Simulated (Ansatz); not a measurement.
`COBO` → B• + C• + 5 H• + 2 O•  (atomization)

Computed with Ansatz on PBE0-D4/def2-TZVP structures; ΔE is electronic, products minus reactants. CCSD(T)/CBS is the MP2 limit (def2-TZVPP, def2-QZVPP) plus CCSD(T) − MP2 in def2-TZVPP, frozen cores. This one scheme is used for every species, atoms too. Functionals use def2-TZVPP. B3LYP here is the variant with VWN-RPA as its local correlation; programs differ in this. HSE06 is defined as in plane-wave codes. No spin–orbit coupling; open shells (•) take unrestricted orbitals. Spin–orbit coupling would lower the free atoms: a little for B, C, O. Each species was taken in one conformer, which may not be the lowest.

| level | ΔE (kJ/mol) | difference from CCSD(T)/CBS |
| --- | --- | --- |
| LDA (SPW92) | 4172.3 | 539.5 |
| revPBE-D4 | 3604.8 | -28.0 |
| BLYP-D4 | 3640.9 | 8.1 |
| r2SCAN-D4 | 3647.9 | 15.1 |
| B97M-V | 3635.5 | 2.7 |
| PBE0-D4 | 3629.2 | -3.6 |
| r2SCANh-D4 | 3621.3 | -11.5 |
| r2SCAN0-D4 | 3582.9 | -49.9 |
| HSE06-D4 | 3632.7 | -0.1 |
| BHLYP-D4 | 3520.7 | -112.1 |
| CAM-B3LYP-D4 | 3663.1 | 30.3 |
| ωB97X-V | 3632.8 | 0.0 |
| B2PLYP | 3609.8 | -23.0 |
| PBE-QIDH | 3606.3 | -26.5 |
| PBE | 3695.6 | 62.8 |
| revPBE | 3565.4 | -67.4 |
| BLYP | 3616.5 | -16.3 |
| r2SCAN | 3645.2 | 12.4 |
| B3LYP | 3620.0 | -12.8 |
| r2SCANh | 3618.5 | -14.3 |
| r2SCAN0 | 3579.9 | -52.9 |
| HSE06 | 3624.5 | -8.3 |
| BHLYP | 3509.1 | -123.7 |
| CAM-B3LYP | 3654.3 | 21.5 |
| LC-ωPBE | 3628.8 | -4.0 |
| HF/def2-SVP | 2725.8 | -907.0 |
| MP2/def2-SVP | 3535.6 | -97.2 |
| CCSD/def2-SVP | 3440.4 | -192.4 |
| CCSD(T)/def2-SVP | 3471.1 | -161.7 |
| HF/def2-TZVPP | 2684.8 | -948.0 |
| MP2/def2-TZVPP | 3625.3 | -7.5 |
| SCS-MP2/def2-TZVPP | 3598.7 | -34.1 |
| CCSD/def2-TZVPP | 3496.3 | -136.5 |
| CCSD(T)/def2-TZVPP | 3545.5 | -87.3 |
| HF/def2-QZVPP | 2689.8 | -943.0 |
| MP2/def2-QZVPP | 3677.1 | 44.3 |
| SCS-MP2/def2-QZVPP | 3656.5 | 23.7 |
| HF/CBS(def2) | 2690.6 | -942.2 |
| MP2/CBS(def2) | 3712.5 | 79.7 |
| CCSD/CBS(def2) | 3583.6 | -49.2 |
| CCSD(T)/CBS | 3632.8 | 0 |

Largest T1 diagnostic among the species: 0.014.

At CCSD(T), def2-SVP lies −161.7 kJ/mol from the extrapolated value and def2-TZVPP −87.3 kJ/mol: correlation converges slowly with the basis, and small sets miss more of it in the bonded molecule than in its fragments. Leaving LDA and LC-ωPBE aside and taking each functional with its dispersion term where it has one, the values, not all of them listed here, spread over 185.7 kJ/mol, from BHLYP-D4 to PBE-D4. LDA lies +476.7 kJ/mol from PBE without D4, its usual overbinding. From r2SCAN to r2SCAN0 (25 % exact exchange), in def2-TZVPP and without D4, ΔE moves by −65.3 kJ/mol: exact exchange takes away binding that semilocal exchange gives to molecules.

For atomizations the MP2-based limit and the directly extrapolated one differ by several kJ/mol either way, and by 10 to 25 for some Ge, Se and Sn compounds, so smaller differences from it don't rank the levels.
